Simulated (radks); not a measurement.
Species: Er+. Configuration: [Xe] 4f9 5d3 6s1 (not the ground configuration). All-electron calculation, Dirac Kohn-Sham, PBEsol, spin-unpolarised, spherical densities, finite nucleus; open shells are shared between the two j in proportion to 2j + 1; Fermi nuclear charge, rms radius 5.2516 fm. Program: a radial shooting solver on a logarithmic mesh with Libxc functionals.

Unscreened Slater integrals over Kohn-Sham orbitals (cm^-1). Large and small components are both included.

\begin{tabular}{lr}
integral & value \\ \hline
F0(5d5/2,5d5/2) & 91388 \\
F2(5d5/2,5d5/2) & 46423 \\
F4(5d5/2,5d5/2) & 30271 \\
F0(5d5/2,6s1/2) & 69852 \\
G2(5d5/2,6s1/2) & 20925 \\
F0(5d5/2,5d3/2) & 92687 \\
F2(5d5/2,5d3/2) & 47090 \\
G2(5d5/2,5d3/2) & 47058 \\
G4(5d5/2,5d3/2) & 30702 \\
F0(5d5/2,4f7/2) & 119630 \\
F2(5d5/2,4f7/2) & 27145 \\
F4(5d5/2,4f7/2) & 12733 \\
G1(5d5/2,4f7/2) & 10992 \\
G3(5d5/2,4f7/2) & 9280.9 \\
G5(5d5/2,4f7/2) & 7161.5 \\
F0(6s1/2,6s1/2) & 60830 \\
F0(6s1/2,5d3/2) & 70336 \\
G2(6s1/2,5d3/2) & 19921 \\
F0(6s1/2,4f7/2) & 79515 \\
G3(6s1/2,4f7/2) & 2532.5 \\
F0(5d3/2,5d3/2) & 94048 \\
F2(5d3/2,5d3/2) & 47837 \\
F0(5d3/2,4f7/2) & 122740 \\
F2(5d3/2,4f7/2) & 28680 \\
G3(5d3/2,4f7/2) & 10021 \\
G5(5d3/2,4f7/2) & 7713.7 \\
F0(4f7/2,4f7/2) & 285400 \\
F2(4f7/2,4f7/2) & 137040 \\
F4(4f7/2,4f7/2) & 86270 \\
F6(4f7/2,4f7/2) & 62148 \\
\end{tabular}
